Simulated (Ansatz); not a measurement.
Job for Ansatz (a program for electronic structure): R-CCSD(T)/def2-SVP on I2Si (SMILES I[Si]I). Elements past Kr take the def2 small-core potentials; no spin–orbit coupling.

Ansatz 0.2 input:
```yaml
crystal:
  periodic: [false, false, false]
  atoms:
    - {symbol: Si, position_ang: [0.00527327, 0.00516508, -1.03483880]}
    - {symbol: I, position_ang: [1.95659813, -0.00651110, 0.52727163]}
    - {symbol: I, position_ang: [-1.96187140, 0.00134602, 0.50756717]}
basis:
  gaussian:
    orbitals: def2-SVP
magnetization: {spin_polarized: false}
correlation: {method: ccsd_t, electrons: outside_noble_gas}
scf: {lower_state_search: off}
```

Program output:

```
WARN ansatz: RAYON_NUM_THREADS=4 ignored (pool sized by the plan → 4); use --threads N
Functional definition: HF
these checks for a lower state are left out or cut short: stability, starts, cluster_reference, orbital_swaps, neighbouring_geometries, increment
integrals: 0.05 GiB planned
836 factors; integrals over basis functions are off by at most 4.4e-4 eV
mean field: 0.23 GiB planned
mean field evaluation 1: about -24004.3629 eV, gradient 1.6e1 eV
mean field evaluation 2: about -24004.4018 eV, gradient 1.6e1 eV
mean field evaluation 4: about -24005.5533 eV, gradient 1.4e0 eV
mean field evaluation 8: about -24005.5811 eV, gradient 4.2e-4 eV
mean field -24005.58109168 eV, -882.1888335518 hartree, gradient 1.8e-6 eV, S^2 0.000000; 0 other end points of the search recorded, 0 dependent functions left out
23 core orbitals not correlated
reference -24005.58109168 eV, -882.1888335518 hartree; 9, 9 occupied and 38, 38 virtual orbitals, 836 factors
second order -7.36205132 eV of doubles, -0.00000000 eV of singles
coupled cluster: 0.13 GiB planned
cycle   1  -7.84956790 eV  change   -4.9e-1 eV  update   9.7e-2
cycle   2  -8.08479013 eV  change   -2.4e-1 eV  update   3.2e-2
cycle   3  -8.15200909 eV  change   -6.7e-2 eV  update   2.0e-2
cycle   4  -8.14747116 eV  change    4.5e-3 eV  update   5.6e-3
cycle   5  -8.14671893 eV  change    7.5e-4 eV  update   2.2e-3
cycle   6  -8.14664368 eV  change    7.5e-5 eV  update   7.5e-4
cycle   7  -8.14654737 eV  change    9.6e-5 eV  update   2.7e-4
cycle   8  -8.14658597 eV  change   -3.9e-5 eV  update   7.9e-5
cycle   9  -8.14657472 eV  change    1.1e-5 eV  update   2.9e-5
cycle  10  -8.14656940 eV  change    5.3e-6 eV  update   9.4e-6
perturbative correction -0.28120715 eV, -0.0103341723 hartree
Total energy: -24014.00886823 eV, -882.4985486277 hartree
Checks for a lower state left out: stability, starts, cluster_reference, orbital_swaps, neighbouring_geometries, increment
```

The calculation finished and met its thresholds.

Cost: about 3 core-seconds (a rough figure).
